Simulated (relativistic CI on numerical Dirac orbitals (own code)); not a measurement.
## Yb LIX: sensitivity of the levels to the model

Base calculation: Dirac-Coulomb-Breit CI, separate exchange-only KLI orbitals for each configuration, a model potential for QED, unscaled Slater integrals.

Configurations in the expansion (outside the closed core [Ne]): 3s², 3s3p, 3p², 3s3d, 3d², 3p3d, 3p4s, 3d4s, 3s4s, 3s4p, 3s4d, 3s4f, 3s5s, 3s5p, 3s5d, 4s². Levels of other configurations are missing.

The lowest level and the first level of each name with at least 55 % of one term (blank where a level has no safe partner in the second run):

```
    Level  Base (eV)  Shift (eV)
  3s² ¹S0       0.00        0.00
3s3p ³P°0     127.52       +0.15
3s3p ³P°1     142.02       +0.15
  3p² ³P0     305.97       +0.28
3s3p ³P°2     411.16       +0.15
3s3p ¹P°1     446.63       +0.15
  3p² ¹D2     574.65       +0.24
  3p² ³P1     576.33       +0.28
 3s3d ³D1     611.37       +0.03
 3s3d ³D2     622.57       +0.06
 3s3d ³D3     675.68       +0.03
 3s3d ¹D2     692.44       +0.05
3p3d ³F°2     749.06       +0.13
  3p² ³P2     867.53       +0.28
  3p² ¹S0     885.19       +0.28
3p3d ³P°0    1054.48       +0.13
3p3d ³P°1    1055.08       +0.13
3p3d ³F°4    1098.08       +0.13
3p3d ³D°3    1127.92       +0.13
3p3d ¹P°1    1140.02       +0.13
  3d² ³F2    1235.26       -0.15
  3d² ³P0    1260.21       -0.14
```

At this charge energies of transitions that change n are usually good to better than 1 %, and those within a shell (Δn = 0) to a few per cent.

Q: One thing was changed in a second run, which moved the levels as shown. Which?
A. P86 correlation estimate
B. Breit term removed
C. configuration mixing switched off
D. QED terms removed
E. non-relativistic limit

A: A. P86 correlation estimate. A correlation estimate moves all levels of a configuration together before mixing; mixed levels move by a weighted share.

LS names give the leading component of a level, which can be under half, so a name can repeat, a term be missing and a line seem to break the LS rules.
